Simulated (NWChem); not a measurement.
System meant: C₂H₄BFN₂; SMILES [C@@H]1(F)N=CB1N

The following NWChem deck was run.

```
start job
memory heap 200 mb stack 900 mb global 1100 mb
geometry units angstroms noautoz
  N      1.034184     1.746554    -0.103198
  B      0.073205     0.782681     0.162650
  C     -1.440337     0.531461    -0.114829
  N     -1.320928    -0.767282    -0.119548
  C      0.069201    -0.796852     0.448001
  F      0.930092    -1.601127    -0.279346
  H      2.024726     1.567178    -0.002811
  H      0.820453     2.666598    -0.464406
  H     -2.384566     1.018672    -0.364944
  H      0.034320    -1.184658     1.471771
end
basis spherical
  N library def2-svp
  B library def2-svp
  C library def2-svp
  F library def2-svp
  H library def2-svp
end
dft
  xc b3lyp
  iterations 4
  mulliken
end
task dft energy
```

End of the output:

```
    Atom       Charge   Shell Charges
 -----------   ------   -------------------------------------------------------
    1 N    7     6.94   1.97  0.67  0.39  2.24  1.64  0.03
    2 B    5     5.21   1.96  0.51  0.24  1.52  0.68  0.29
    3 C    6     5.97   1.97  0.62  0.33  1.83  1.11  0.11
    4 N    7     7.07   1.97  0.85  0.52  2.15  1.52  0.06
    5 C    6     5.89   1.96  0.62  0.31  1.80  1.03  0.18
    6 F    9     9.13   1.98  1.02  0.75  3.22  2.16  0.01
    7 H    1     0.91   0.59  0.20  0.12
    8 H    1     0.91   0.59  0.20  0.12
    9 H    1     0.99   0.64  0.28  0.07
   10 H    1     0.99   0.65  0.26  0.07

 center of mass
 --------------
 x =   0.02373057 y =  -0.10536156 z =  -0.01678312

 moments of inertia (a.u.)
 ------------------
         488.080771654333          -0.000000000000           0.000000000000
          -0.000000000000         349.803555217518          -0.000000000000
           0.000000000000          -0.000000000000         786.745988749841

     Multipole analysis of the density
     ---------------------------------

     L   x y z        total         alpha         beta         nuclear
     -   - - -        -----         -----         ----         -------
     0   0 0 0     -0.000000    -22.000000    -22.000000     44.000000

     1   1 0 0      0.323007      0.161503      0.161503      0.000000
     1   0 1 0      1.685230      0.842615      0.842615     -0.000000
     1   0 0 1      0.299576      0.149788      0.149788     -0.000000

     2   2 0 0    -24.239759   -100.647696   -100.647696    177.055633
     2   1 1 0      0.910636     -3.388691     -3.388691      7.688018
     2   1 0 1      0.267199     -1.058082     -1.058082      2.383363
     2   0 2 0    -23.195398   -136.457900   -136.457900    249.720401
     2   0 1 1     -2.461239      1.965727      1.965727     -6.392694
     2   0 0 2    -25.021634    -21.093600    -21.093600     17.165566

 ------------------------------------------------------------------------
 dft energy failed                                                                                  0
 ------------------------------------------------------------------------
 ------------------------------------------------------------------------
  current input line :
    27: task dft energy
 ------------------------------------------------------------------------
 ------------------------------------------------------------------------
 This type of error is most commonly associated with calculations not reaching convergence criteria
 ------------------------------------------------------------------------
 For more information see the NWChem manual at https://nwchemgit.github.io

0:dft energy failed:Received an Error in Communication
```

**Question.** Can this run be used? If not, why, and what is the fix?

**Answer.** The run did not converge; its last values are not results. Cause: the SCF was allowed too few iterations. This input runs:
```
start job
memory heap 200 mb stack 900 mb global 1100 mb
geometry units angstroms noautoz
  N      1.034184     1.746554    -0.103198
  B      0.073205     0.782681     0.162650
  C     -1.440337     0.531461    -0.114829
  N     -1.320928    -0.767282    -0.119548
  C      0.069201    -0.796852     0.448001
  F      0.930092    -1.601127    -0.279346
  H      2.024726     1.567178    -0.002811
  H      0.820453     2.666598    -0.464406
  H     -2.384566     1.018672    -0.364944
  H      0.034320    -1.184658     1.471771
end
basis spherical
  * library def2-svp
end
dft
  xc b3lyp
  iterations 150
  mulliken
end
task dft energy
```
It converges to -312.56860 Ha (B3LYP/def2-SVP).
